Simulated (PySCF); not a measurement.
All of these have the formula C6H10OSi. Computed, not measured: TDDFT CAM-B3LYP/def2-SVPD, vertical, gas phase, core orbitals frozen in the response (PySCF 2.14.0, density-fitted response routines). Geometries: GFN2-xTB; one conformer of each isolated species. Triplets are in the Tamm–Dancoff approximation. 'Strongest' means the level of largest summed f among the lowest 8 singlets; it needn't be the same kind of state in each.

Problem. Rank by computed HOMO energy, highest first.
A. `[C@@]12(C[C@H]1CC=C2)O[SiH3]`
B. `C=C/C=C/C(=C)O[SiH3]`
C. `C[SiH2]c1ccc(C)o1`
D. `CCc1ccoc1[SiH3]`
E. `C=C(C#C[SiH2]C)CO`

Solution. B (-7.41 eV), C (-7.54 eV), D (-7.76 eV), A (-8.03 eV), E (-8.50 eV).

```
                     SMILES  HOMO (eV)  gap (eV)  S1 (eV)  f (strongest)  α (au)    S1 mainly
       C=C/C=C/C(=C)O[SiH3]      -7.41      7.07     4.93           0.99   116.7    H→L (98%)
          C[SiH2]c1ccc(C)o1      -7.54      8.51     5.71           0.36    99.9    H→L (90%)
            CCc1ccoc1[SiH3]      -7.76      8.64     5.79           0.26    97.9    H→L (94%)
[SiH3]O[C@@]12C=CC[C@@H]1C2      -8.03      9.04     6.02           0.08    91.4    H→L (80%)
          C=C(C#C[SiH2]C)CO      -8.50      8.33     5.34           0.48   107.6  H-1→L (64%)
```

H and L stand for HOMO and LUMO.
